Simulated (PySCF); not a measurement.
**Simulated absorption spectrum**

Species: CH6Cl2Ga2.
SMILES: `[CH3][GaH-]1[Cl+][GaH2-][Cl+]1`

The calculation used PySCF 2.14.0, density-fitted response routines, TDDFT B3LYP/def2-SVPD, vertical, gas phase, core orbitals frozen in the response. Geometry: PBE0-D3(BJ)/def2-SVP; no solvent, vibrations or thermal averaging. The B3LYP/def2-SVPD calculation is non-relativistic and has no spin–orbit coupling, an omission that weighs most on gallium.

Each state is given a Gaussian of 0.3 eV full width at half maximum, with ε(max) = 2.175×10⁸ f / Δν̃ (Δν̃ the width in cm⁻¹). The width is an assumption, not a result. The curve ends short of the highest state used, and states not computed would add to its high-energy end.

| E (eV) | ε (L mol⁻¹ cm⁻¹) |
| --- | --- |
| 5.55 | 0 |
| 5.57 | 0 |
| 5.60 | 0 |
| 5.63 | 0 |
| 5.66 | 1 |
| 5.69 | 1 |
| 5.72 | 2 |
| 5.75 | 3 |
| 5.78 | 4 |
| 5.80 | 6 |
| 5.83 | 8 |
| 5.86 | 11 |
| 5.89 | 13 |
| 5.92 | 16 |
| 5.95 | 18 |
| 5.98 | 19 |
| 6.00 | 19 |
| 6.03 | 19 |
| 6.06 | 18 |
| 6.09 | 17 |
| 6.12 | 17 |
| 6.15 | 18 |
| 6.18 | 23 |
| 6.20 | 28 |
| 6.23 | 39 |
| 6.26 | 56 |
| 6.29 | 79 |
| 6.32 | 105 |
| 6.35 | 134 |
| 6.38 | 161 |
| 6.40 | 177 |
| 6.43 | 195 |
| 6.46 | 204 |
| 6.49 | 202 |
| 6.52 | 191 |
| 6.55 | 173 |

Question: Locate the maxima and give the states behind the curve.

Answer: 207 nm (6.00 eV), ε about 19, made up of S1 (99%); 192 nm (6.47 eV), ε about 200, made up of S2 (99%) (ε in L mol⁻¹ cm⁻¹; maxima over ε = 5, shares over 10%). The states used: S1 6.00 eV (f 0.0002); S2 6.47 eV (f 0.0022); S3 6.64 eV (f 0.0001); S4 6.96 eV (f 0.0001); S5 7.02 eV (f 0.059); S6 7.15 eV (f 0.0044).

Question: What would ε be at 6.47 eV, the highest of these maxima, with half the width (0.15 eV)?

Answer: About 404 L mol⁻¹ cm⁻¹ against 205, a factor of about 1.98; a lone state at its own centre would give exactly 2.

Question: On this curve, what absorbance would a 10⁻⁴ mol/L sample give at 193 nm over a 1 cm path?

Answer: 193 nm is 6.424 eV, where ε is about 190 L mol⁻¹ cm⁻¹, so A = ε c l ≈ 0.019 (Beer–Lambert, with the gas-phase spectrum and the assumed width).

Question: Coming from long wavelengths, where does ε first pass 100 L mol⁻¹ cm⁻¹?

Answer: At about 196 nm (6.31 eV), 0.32 eV above S1.

Time: 80 s wall; peak memory 0.87 GiB. Hardware: one thread, Intel Xeon at 2.50 GHz (x86_64) (shared host).
